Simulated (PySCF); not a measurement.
SMILES FC(F)(F)[SiH2][SiH2][GeH3] (CH7F3GeSi2), GFN2-xTB optimised geometry.

```
14

F      3.05    -0.14     0.00
C      1.71    -0.14     0.00
F      1.32    -0.87    -1.07
F      1.33    -0.87     1.08
Si     0.85     1.62     0.00
Si    -1.39     0.99     0.10
Ge    -1.61    -1.25     0.76
H      1.50     2.25     1.15
H      1.43     2.22    -1.21
H     -2.01     1.22    -1.21
H     -2.08     1.89     1.03
H     -1.19    -1.52     2.16
H     -3.05    -1.70     0.72
H     -0.90    -2.25    -0.09
```

Density from B3LYP/def2-TZVP (PySCF) at that geometry.

Minimum of the electron density along straight lines between bonded atoms, close to the bond critical point (lines longer than 1.1 times the sum of covalent radii, or with two minima, are not listed):

```tsv
bond	length / Å	ρ at the minimum / e bohr⁻³	∇²ρ there / e bohr⁻⁵	position (fraction from the first atom)
F1–C2	1.341	0.282	(withheld)	0.66
C2–F3	1.354	0.273	-0.46	0.34
C2–F4	1.362	0.269	-0.47	0.34
C2–Si5	1.951	(withheld)	0.18	0.62
Si5–Si6	2.327	0.095	(withheld)	0.61
Si6–Ge7	2.347	0.093	-0.14	0.47
Si5–H8	1.465	0.125	0.18	0.49
Si5–H9	1.464	0.125	0.18	0.49
Si6–H10	1.470	0.122	0.18	0.49
Si6–H11	1.470	0.122	0.18	0.49
Ge7–H12	1.495	0.142	0.10	0.60
Ge7–H13	1.505	0.139	0.09	0.60
Ge7–H14	1.491	0.144	0.09	0.60
```

Q: Fill in the missing entries.

A: 
- F1–C2, ∇²ρ there / e bohr⁻⁵: -0.43
- C2–Si5, ρ at the minimum / e bohr⁻³: 0.109
- Si5–Si6, ∇²ρ there / e bohr⁻⁵: -0.17
